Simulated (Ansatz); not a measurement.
C2F5 (pentafluoroethyl): the energy to break a bond

C2F5: 7 atoms, total charge 0, spin state doublet. SMILES: `F[C](F)C(F)(F)F`. The shape was relaxed beforehand at wB97X-V/def2-SVP.

```xyz
7

F     1.5639   -0.8445    0.5059
C     0.3225   -0.4666    0.7277
F    -0.4699   -1.4825    0.9980
C    -0.2282    0.4822   -0.3180
F     0.5805    1.5301   -0.4455
F    -1.4387    0.8973    0.0439
F    -0.3301   -0.1161   -1.5120
```

Wanted: the dissociation energy of the C4–C2 bond into doublet CF3 and singlet CF2 (shapes relaxed at wB97X-V/def2-SVP, no zero-point term). 1 Eh = 2625.50 kJ/mol = 27.2114 eV. Totals in Eh; open shells run unrestricted unless said.

```
                                   level  program         C2F5  doublet CF3  singlet CF2
                         UB3LYP/def2-SVP   Ansatz  -574.912258  -337.301433  -237.511482
                      U-wB97M-V/def2-SVP   Ansatz  -574.775725  -337.216190  -237.455310
UB2PLYP/def2-SVP, 7 core orbitals frozen   Ansatz  -574.473808  -337.046177  -237.328146
```

Work out the dissociation energy at each level.


1. UB3LYP/def2-SVP: (-337.301433) + (-237.511482) − (-574.912258) = 0.099343 Eh = 260.8 kJ/mol = 2.70 eV.
2. U-wB97M-V/def2-SVP: (-337.216190) + (-237.455310) − (-574.775725) = 0.104225 Eh = 273.6 kJ/mol = 2.84 eV.
3. UB2PLYP/def2-SVP: (-337.046177) + (-237.328146) − (-574.473808) = 0.099485 Eh = 261.2 kJ/mol = 2.71 eV.

The levels span 261 to 274 kJ/mol; no measured value is set beside them. A fragment with an even electron count was run as a singlet and may have a lower triplet. A bond enthalpy at 298 K also holds the loss of zero-point energy and thermal terms.
